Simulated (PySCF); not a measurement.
[(OH)3Ti]2O (singlet state).
Bonds: Ti1–O2, Ti1–O3, Ti1–O4, Ti1–O5, O5–Ti6, Ti6–O7, Ti6–O8, Ti6–O9. Hydrogens: H10 on O2; H11 on O3; H12 on O4; H13 on O7; H14 on O8; H15 on O9.

Method: PBE0-D3(BJ)/def2-SVP geometry optimisation, gas phase (PySCF 2.14.0).

Task: How far are the bound atoms from Ti1?

Result: 4 atoms: O2 1.763 Å, O4 1.782 Å, O5 1.799 Å, O3 1.831 Å. The nearest atom not counted as bound is H10, at 2.41 Å.

Task: List the angles at Ti1.

Result: 
| angle | degrees | distance of the outer atoms (Å) |
| --- | --- | --- |
| O4–Ti1–O5 | 114.8 | 3.02 |
| O2–Ti1–O4 | 114.0 | 2.97 |
| O3–Ti1–O4 | 113.8 | 3.03 |
| O2–Ti1–O3 | 108.6 | 2.92 |
| O3–Ti1–O5 | 103.1 | 2.84 |
| O2–Ti1–O5 | 101.4 | 2.76 |

Task: What is the shape at Ti1?

Result: Distorted tetrahedral: angles from 101.4° to 114.8°; τ4 = (360° − α − β)/141° = 0.93 with α and β the two widest (0 for a square, 1 for a tetrahedron). The Ti–O distances aren't all alike: 1.763 to 1.831 Å.

Task: Give some angles away from the centre.

Result: Ti1–O5–Ti6 119.0°, O8–Ti6–O9 108.5°.

Task: What are the rotational constants (commonest isotopes, rigid rotor)?

Result: A = 1840, B = 632.6, C = 606.5 MHz: a near-prolate asymmetric top.

Point group: C2 (tolerance 0.08 Å). Charge 0, singlet. No PBE0-D3(BJ)/def2-SVP frequencies stand behind this structure, so it isn't proved a minimum.
